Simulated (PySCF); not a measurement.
C5H6Se, SMILES C=CC1=C[Se]C1.

Coordinates come from a B3LYP-D3(BJ)/def2-SVP optimisation. This is a generated structure with no PubChem entry under its InChIKey; it may be hypothetical. One conformer was computed; it need not be the lowest.

All values below come from PBE/def2-TZVP run with PySCF.

Isolated molecule, no solvent.

Question: Estimate the frontier levels, gap, dipole moment and polarisability. (Estimate from the structure and the level; the computed values follow.)

Answer: 
```yaml
highest_occupied_level: -4.89 eV
lowest_empty_level: -1.90 eV
orbital_gap: 2.98 eV
dipole_moment: 0.78 D
quadrupole, principal values (traceless, Buckingham form, about the centre of nuclear charge): -6.35, -1.24, 7.59 D·Å
mean_static_polarisability: 92.9 bohr³ (13.76 Å³)
polarisability_principal_values: 54.1, 79.6, 144.8 bohr³
```
